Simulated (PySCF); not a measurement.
# Field gradients at the hydrogen positions

Compound: C7H12S2.
Geometry (GFN2-xTB, Å), atoms numbered from 1 in this order:
```xyz
21
C7H12S2 angstrom
C      3.6183   -0.5456    0.2249
C      2.3193   -0.7745    0.2314
C      1.2783    0.3000    0.1998
C      0.3924    0.1646   -1.0346
S     -0.5740   -1.3801   -1.0769
C     -1.7633   -1.0716    0.2721
C     -2.6271    0.1534    0.0166
C     -1.8348    1.4493    0.0878
S     -0.6667    1.6260   -1.3025
H      4.0191    0.4550    0.2056
H      4.3363   -1.3471    0.2464
H      1.9374   -1.7866    0.2454
H      0.6657    0.2370    1.1035
H      1.7510    1.2848    0.1765
H      1.0101    0.1169   -1.9334
H     -1.2152   -0.9852    1.2117
H     -2.3711   -1.9749    0.3023
H     -3.0947    0.0684   -0.9670
H     -3.4181    0.1860    0.7715
H     -2.4935    2.3118   -0.0044
H     -1.2782    1.5293    1.0227
```

Level: PBE0/pcSseg-1 (PySCF, non-relativistic); Q(2H) = 0.00286 b; rigid geometry, the same for H and D, with no vibrational averaging.

Task: Rank these positions by the coupling χzz of a deuteron there, largest first.
A. H16 (methylene hydrogen)
B. H15 (methine hydrogen)
C. H10 (vinylic hydrogen)
D. H12 (vinylic hydrogen)

Result: C (225 kHz), D (215 kHz), A (204 kHz), B (200 kHz).

Task: What are Vzz, η and χzz (234.96 MHz × Q × Vzz) at all hydrogens?

Result: 
| atom | bonded to | bond length (Å) | Vzz (au) | η | χzz (kHz) |
| --- | --- | --- | --- | --- | --- |
| H10 | C1 | 1.078 | 0.3353 | 0.06 | 225 |
| H11 | C1 | 1.076 | 0.3390 | 0.05 | 228 |
| H12 | C2 | 1.082 | 0.3201 | 0.05 | 215 |
| H13 | C3 | 1.094 | 0.3026 | 0.02 | 203 |
| H14 | C3 | 1.093 | 0.2989 | 0.02 | 201 |
| H15 | C4 | 1.092 | 0.2975 | 0.03 | 200 |
| H16 | C6 | 1.091 | 0.3039 | 0.01 | 204 |
| H17 | C6 | 1.089 | 0.3074 | 0.04 | 207 |
| H18 | C7 | 1.092 | 0.2979 | 0.03 | 200 |
| H19 | C7 | 1.094 | 0.3010 | 0.03 | 202 |
| H20 | C8 | 1.089 | 0.3075 | 0.04 | 207 |
| H21 | C8 | 1.091 | 0.3041 | 0.01 | 204 |

Task: How does χzz go with the bond length over the 12 C–H bonds?

Result: A straight-line fit has a slope of -15.3 kHz for each 0.01 Å, with a correlation coefficient of -0.98, over lengths from 1.076 to 1.094 Å. The longer bonds have the smaller couplings here.

Task: A static deuteron (I = 1) shows a doublet split by (3/2)χ, (3/4)χ(1 + η) and (3/4)χ(1 − η) with the field along z, y and x of the gradient. What are these for H13?

Result: With |χ| = 203.3 kHz and η = 0.022: 305, 156 and 149 kHz, to first order and without motion.

Isolated species at its GFN2-xTB geometry (one conformer only). GFN2-xTB bond lengths can be off by several hundredths of an ångström, more for odd bonds, and the gradients follow them. With so small a basis the couplings can be 20 % off.

The run behind these numbers computed NMR shieldings as well. Time: 48 s of wall time; peak memory 1.0 GiB. Hardware: one thread of an Arm Neoverse V1, on a shared host.
